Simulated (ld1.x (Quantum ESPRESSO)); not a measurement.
# What the settings do to the TM potential of Pd (Z = 46)

Base potential:

```
Element                 : Pd
Generator               : ld1.x (Quantum ESPRESSO) 7.5
Type                    : norm-conserving Troullier–Martins (Kleinman–Bylander form)
Functional              : PBE
Relativity              : scalar-relativistic
Frozen core             : [Ar] 3d10 4s2
Valence charge          : 16
Reference configuration : 4p6 4d8 5s0 5p0 (charge +2)
Partial waves           : 5s (bound, empty): rc 2.35 bohr; 4p (bound): rc 1.10 bohr; 4d (bound): rc 1.85 bohr
Local potential         : all-electron potential smoothed inside 1.65 bohr (lloc = -1)
Core correction         : Bessel-smoothed model core inside 0.80 bohr
```

Cutoffs, loose and tight: the cutoffs (Ry, on a coarse ladder) from which the occupation-weighted sum of valence levels, in a spherical-Bessel basis at the reference potential, stays within 10 and 1 mRy of its value at 400 Ry. They do not see the model core or the augmentation charge, which bear on the density cutoff. Test errors are all-electron minus pseudo excitation energies from the reference, over the configurations 4p6 4d10 5s0 5p0; 4p6 4d9 5s0 5p0; 4p6 4d7 5s0 5p0; 4p6 4d8 5s1 5p0; 4p6 4d9 5s0 5p1; 4p6 4d6 5s0 5p0; 4p6 4d9 5s1 5p0. A dash means not determined; rows that change the core or the reference have their own tests.

A true bound ghost makes a file unfit for plane-wave use even where its test errors are small: the radial tests pick states by their node count and pass the ghost by.

| change | outcome | cutoff, loose | cutoff, tight | bound ghosts | largest test error (meV) |
| --- | --- | --- | --- | --- | --- |
| base | generated | 140 Ry | 180 Ry | s | -62 |
| wave 4d (bound): rc 1.85 bohr becomes 4d (bound): rc 1.20 bohr | generated | 140 Ry | 180 Ry | s | -79 |
| wave 4d (bound): rc 1.85 bohr becomes 4d (bound): rc 1.38 bohr | generated | 140 Ry | 180 Ry | s | -79 |
| wave 4d (bound): rc 1.85 bohr becomes 4d (bound): rc 1.66 bohr | generated | 140 Ry | 180 Ry | s | -76 |
| wave 4d (bound): rc 1.85 bohr becomes 4d (bound): rc 1.82 bohr | generated | 140 Ry | 180 Ry | s | -66 |
| wave 4d (bound): rc 1.85 bohr becomes 4d (bound): rc 2.14 bohr | generated | 140 Ry | 180 Ry | s | -23 |
| wave 4d (bound): rc 1.85 bohr becomes 4d (bound): rc 2.32 bohr | generated | 140 Ry | 180 Ry | s | +68 |
| wave 4d (bound): rc 1.85 bohr becomes 4d (bound): rc 2.52 bohr | generated | 140 Ry | 180 Ry | s | +181 |
| wave 4d (bound): rc 1.85 bohr becomes 4d (bound): rc 2.80 bohr | generated | 140 Ry | 180 Ry | s | +426 |

Reading the sweep of the d radius (base included, trends over the rows without a ghost): Bound ghosts are found at 1.2, 1.38, 1.66, 1.82, 1.85, 2.14, 2.32, 2.52, 2.8 bohr. Every judged row has one, so this setting neither creates nor removes them.
